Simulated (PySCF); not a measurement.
# Vertical excitation energies

C7H5ClF4.
Geometry (PBE0-D3(BJ)/def2-SVP, Å), atoms numbered from 1 in this order:
```xyz
17
C7H5ClF4 angstrom
C      3.2814    0.8535    0.1262
C      2.3443    0.0891   -0.4275
C      1.6511   -1.0117    0.3190
F      2.1332   -1.1200    1.5812
Cl     1.9983   -2.5774   -0.5300
C      0.2043   -0.8197    0.3532
C     -0.9856   -0.6046    0.3713
C     -2.4159   -0.3627    0.4126
C     -2.8582    0.8248   -0.4224
F     -4.1738    1.0039   -0.2877
F     -2.6025    0.6384   -1.7161
F     -2.2511    1.9474   -0.0427
H      3.7640    1.6481   -0.4469
H      3.5924    0.7041    1.1625
H      2.0122    0.2189   -1.4608
H     -2.7396   -0.1722    1.4481
H     -2.9715   -1.2434    0.0532
```

Level of theory: TDDFT PBE0/def2-SVPD, vertical, gas phase, core orbitals frozen in the response (PySCF).

```
state  λ (nm)  E (eV)       f   main configurations (H = HOMO, L = LUMO)
   S1   213.6    5.81   0.043                     H-1→L (55%), H→L (27%)
   S2   211.3    5.87   0.068        H→L (42%), H→L+1 (17%), H-2→L (15%)
   S3   203.5    6.09  0.0086    H→L+1 (42%), H-1→L+1 (26%), H-2→L (16%)
   S4   196.8    6.30   0.052      H-2→L (38%), H-3→L (20%), H-1→L (17%)
   S5   186.0    6.67   0.016     H-3→L (33%), H-4→L (30%), H-1→L+1 (9%)
   S6   183.2    6.77   0.070                   H-4→L (42%), H-3→L (34%)
   S7   180.0    6.89   0.103  H→L+1 (26%), H-1→L+1 (25%), H-2→L+1 (20%)
   S8   174.5    7.11   0.123    H-2→L+1 (29%), H→L+2 (17%), H-4→L (10%)
   S9   165.2    7.51   0.026   H-3→L+1 (31%), H-1→L+2 (25%), H→L+2 (8%)
  S10   163.7    7.57   0.015  H-1→L+2 (25%), H→L+2 (23%), H-3→L+1 (20%)
```

Triplets (Tamm–Dancoff): T1 4.16 eV, H→L (64%); T2 4.87 eV, H-1→L (34%), H-1→L+1 (15%), H-2→L (10%); T3 5.33 eV, H-2→L+1 (28%), H-1→L (22%), H→L+1 (15%); T4 5.39 eV, H-1→L+1 (42%), H-2→L (26%).

The lowest singlet comes at 214 nm (560 kJ/mol) in the ultraviolet; it is of moderate strength; its leading configuration is HOMO-1→LUMO (55%). The strongest level in the table is S8 at 7.11 eV (174 nm, f = 0.123). Löwdin shares by element: HOMO carbon 63% or more, chlorine 14% (atoms not listed hold the other 23%); LUMO carbon 46% or more, chlorine 24% (atoms not listed hold the other 29%). Orbital energies (eV): HOMO-3 -9.34, HOMO-2 -8.83, HOMO-1 -8.51, HOMO -8.17, LUMO -1.29, LUMO+1 -0.47, LUMO+2 0.29. Of the 10 states listed, 9 reach f = 0.01 and none stays under 0.0005. The listed states span 1.77 eV, and the widest gap between neighbours is 0.40 eV (S8 to S9). The window holds the lowest 10 singlets.

One conformer stands for the species.
